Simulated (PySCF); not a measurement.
## Electron correlation in Ta+ (tantalum, charge +1)

[Xe] 4f14 5d3 6s1, high-spin 5F determinant. Calculation: PySCF 2.14, in aug-cc-pVDZ-PP with ECP60MDF; scalar relativity through the core potential. Frozen: 5s2 5p6; 4 electrons correlated.

```
  level  correlation energy (mhartree)
   CCSD                         -27.29
    (T)                          -0.22
CCSD(T)                         -27.51
```

Diagnostics: T1 = 0.0045, D1 = 0.0067, largest double amplitude 0.018.

Spin-orbit coupling, absent here, splits the open shell strongly.

Cost of the coupled-cluster step: roughly 0.6 core-seconds, for 4 correlated electrons.
